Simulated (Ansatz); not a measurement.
Start from `[OH][Al]([F])[SeH]` and change one atom or group to get `[OH][Al]([F])[SH]`.

Ansatz, PBE0-D4/def2-TZVP geometries, multiplicity 1. Each molecule was computed in one conformer, which needn't be the lowest.

Scalar relativity is left out up to krypton.

```tsv
property	`[OH][Al]([F])[SeH]`
HOMO energy (PBE/def2-TZVPP) / eV	-6.45
size of the dipole moment (B3LYP/def2-TZVPP) / D	1.84
LUMO energy (ωB97M-V/def2-TZVPP) / eV	0.77
size of the dipole moment (PBE/def2-TZVPP) / D	1.78
HOMO–LUMO gap (ωB97M-V/def2-TZVPP) / eV	10.52
size of the dipole moment (ωB97M-V/def2-TZVPP) / D	1.76
```

(1) Give the same properties after the change, and the shifts. (Estimate.)

Answers

(1) Computed: 
```csv
property,`[OH][Al]([F])[SH]`,shift
HOMO energy (PBE/def2-TZVPP) / eV,-6.79,-0.34
size of the dipole moment (B3LYP/def2-TZVPP) / D,1.63,-0.21
LUMO energy (ωB97M-V/def2-TZVPP) / eV,0.85,0.08
size of the dipole moment (PBE/def2-TZVPP) / D,1.56,-0.22
HOMO–LUMO gap (ωB97M-V/def2-TZVPP) / eV,11.08,0.56
size of the dipole moment (ωB97M-V/def2-TZVPP) / D,1.60,-0.16
```

With PBE0 the HOMO falls by 0.43 eV and the LUMO rises by 0.08 eV, so the gap widens by about 0.51 eV. PBE moves the HOMO by -0.34 eV and ωB97M-V by -0.47 eV. Dipoles are sizes alone; their direction can turn.

B3LYP here is the variant with VWN-RPA as its local correlation; programs differ in this.

Spin–orbit coupling is left out; it splits and shifts lone-pair levels of the heavy atoms by tenths of an eV.
